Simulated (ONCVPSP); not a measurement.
## Configuration tests for chlorine (ONCV)

ONCVPSP 4.0.1 input, shortened (lines: element, Z, core and valence counts, functional; n l f; lmax; l rc ep ncon nbas qcut; lloc lpopt rc5 dvloc0; l nproj debl; icmod fcfact rcfact), PBEsol, scalar-relativistic:

```
  Cl 17.00    3    2  -116133      upf
    1    0    2.00
    2    0    2.00
    2    1    6.00
    3    0    2.00
    3    1    5.00
    1
    0    1.10    0.00    3    6    6.40
    1    1.00    0.00    5    9    7.00
    4    5    0.90   -1.00
    0    2    1.10
    1    2    1.80
    3    3.75    1.70
```

Energies are relative to the spin-unpolarised reference configuration 3s2 3p5; without spin polarisation the order of configurations can differ from experiment.

(1) Give the all-electron excitation energy and the error of the potential for: 3s2 3p4; 3s2 3p3; 3s2 3p2; 3s1 3p5.

Levels in the configuration 3s2 3p3:

```json
{"level": "3s", "all-electron (eV)": "-44.824", "pseudo (eV)": "-44.839"}
{"level": "3p", "all-electron (eV)": "-31.633", "pseudo (eV)": "-31.635"}
```

Note: ghosts flagged at negative energy: s at -207.6 eV, p at -152.7 eV; GHOST(+) flags only above 600 eV. A true bound ghost makes a file unfit for plane-wave use.

Answers

(1)

| valence configuration | charge | ΔE all-electron (eV) | error AE − PS (meV) |
| --- | --- | --- | --- |
| 3s2 3p4 | +1 | 13.836 | 0.0 |
| 3s2 3p3 | +2 | 39.233 | -1.5 |
| 3s2 3p2 | +3 | 77.488 | -13 |
| 3s1 3p5 | +1 | 26.505 | -5.5 |
